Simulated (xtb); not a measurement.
CHF$_{2}$O$_{3}$S (SMILES O=S(=O)(O)[C](F)F), doublet, from a rough starting geometry; GFN2-xTB (xtb 6.7.1).

The xtb input:
```
$ xtb mol.xyz --gfn 2 --uhf 1 --opt vtight --json

# file mol.xyz
8

O     -1.42505425    -0.14821989    -1.17943886
S     -0.72040148    -0.14881436     0.04666381
O     -1.33200273    -0.74361149     1.21165360
O     -0.26602118     1.32810875     0.44674949
C      0.89723724    -0.98329188    -0.10048035
F      1.53496319    -1.05230011     0.99074550
F      1.55640303    -0.25515500    -1.05698260
H     -0.31604597     1.89869232    -0.30918558
```

**Question.** What does xtb print? Leave out banner, timings and long lists.

**Answer.** 
```
   ID    Z sym.   atoms
    1    8 O      1, 3, 4
    2   16 S      2
    3    6 C      5
    4    9 F      6, 7
    5    1 H      8

           -------------------------------------------------
          |                Calculation Setup                |
           -------------------------------------------------

           -------------------------------------------------
          |                 G F N 2 - x T B                 |
           -------------------------------------------------

          ...................................................
          :                      SETUP                      :
          :.................................................:
          :  # basis functions                  35          :
          :  # atomic orbitals                  34          :
          :  # shells                           16          :
          :  # electrons                        43          :
          :  max. iterations                   250          :
          :  Hamiltonian                  GFN2-xTB          :
          :  restarted?                      false          :
          :  GBSA solvation                  false          :
          :  PC potential                    false          :
          :  electronic temp.          300.0000000     K    :
          :  accuracy                    1.0000000          :
          :  -> integral cutoff          0.2500000E+02      :
          :  -> integral neglect         0.1000000E-07      :
          :  -> SCF convergence          0.1000000E-05 Eh   :
          :  -> wf. convergence          0.1000000E-03 e    :
          :  Broyden damping             0.4000000          :
          :  net charge                          0          :
          :  unpaired electrons                  1          :
          ...................................................

 iter      E             dE          RMSdq      gap      omega  full diag
   1    -27.5274640 -0.275275E+02  0.815E+00    6.17       0.0  T
   2    -27.5540627 -0.265987E-01  0.497E+00    6.65       1.0  T
   3    -27.5531779  0.884834E-03  0.199E+00    6.29       1.0  T
   4    -27.5612676 -0.808972E-02  0.635E-01    6.53       1.0  T
   5    -27.5617963 -0.528723E-03  0.411E-01    6.44       1.0  T
   6    -27.5620052 -0.208863E-03  0.146E-01    6.44       1.0  T
   7    -27.5620414 -0.362117E-04  0.560E-02    6.43       1.0  T
   8    -27.5620441 -0.270279E-05  0.237E-02    6.43       1.5  T
[...]
 * total energy  :   -27.4598499 Eh     change       -0.1012745E-03 Eh
 * total energy  :   -27.4598896 Eh     change       -0.3969287E-04 Eh
 * total energy  :   -27.4599034 Eh     change       -0.1380495E-04 Eh
 * total energy  :   -27.4599109 Eh     change       -0.7424645E-05 Eh
 * total energy  :   -27.4599145 Eh     change       -0.3670780E-05 Eh
 * total energy  :   -27.4599162 Eh     change       -0.1634491E-05 Eh
 * total energy  :   -27.4599181 Eh     change       -0.1924205E-05 Eh
 * total energy  :   -27.4599193 Eh     change       -0.1220203E-05 Eh
 * total energy  :   -27.4599202 Eh     change       -0.8430565E-06 Eh
 * total energy  :   -27.4599205 Eh     change       -0.3437732E-06 Eh
 * total energy  :   -27.4599206 Eh     change       -0.1148498E-06 Eh
 * total energy  :   -27.4599206 Eh     change       -0.2617289E-07 Eh
   *** GEOMETRY OPTIMIZATION CONVERGED AFTER 15 ITERATIONS ***
         :: total energy             -27.459920635636 Eh    ::
[...]
     2  16 S        3.616     1.368    96.726    16.553
     3   8 O        0.860    -0.522    24.284     6.607
     4   8 O        1.663    -0.513    23.164     6.497
     5   6 C        2.536     0.115    25.552     8.261
     6   9 F        0.811    -0.119    10.425     3.814
     7   9 F        0.817    -0.138    10.617     3.849
     8   1 H        0.822     0.370     0.542     1.155

 Mol. C6AA /au·bohr⁶  :       1337.284123
 Mol. C8AA /au·bohr⁸  :      36139.898411
 Mol. α(0) /au        :         53.461537

Wiberg/Mayer (AO) data.
largest (>0.10) Wiberg bond orders for each atom

 ---------------------------------------------------------------------------
     #   Z sym  total        # sym  WBO       # sym  WBO       # sym  WBO
 ---------------------------------------------------------------------------
     1   8 O    1.927 --     2 S    1.593     3 O    0.124     5 C    0.101
     2  16 S    4.975 --     3 O    1.637     1 O    1.593     4 O    0.990
                             5 C    0.701
     3   8 O    1.974 --     2 S    1.637     1 O    0.124     5 C    0.108
     4   8 O    2.080 --     2 S    0.990     8 H    0.842
     5   6 C    3.197 --     6 F    1.121     7 F    1.095     2 S    0.701
                             3 O    0.108     1 O    0.101
     6   9 F    1.250 --     5 C    1.121
     7   9 F    1.221 --     5 C    1.095
     8   1 H    0.863 --     4 O    0.842
 ---------------------------------------------------------------------------

Topologies differ in total number of bonds
Writing topology from bond orders to xtbtopo.mol

molecular dipole:
                 x           y           z       tot (Debye)
 q only:        0.375       0.549      -0.375
   full:        0.583       0.847      -0.411       2.814
molecular quadrupole (traceless):
                xx          xy          yy          xz          yz          zz
 q only:       -3.605      -1.866       7.232      -0.139      -0.234      -3.627
  q+dip:       -3.300      -3.062       8.335      -0.288      -0.019      -5.035
   full:       -3.479      -3.058       8.600      -0.292      -0.081      -5.122

optimized geometry written to: xtbopt.xyz

           -------------------------------------------------
          | TOTAL ENERGY              -27.459920635636 Eh   |
          | GRADIENT NORM               0.000040801759 Eh/α |
          | HOMO-LUMO GAP               6.485307227775 eV   |
           -------------------------------------------------
```
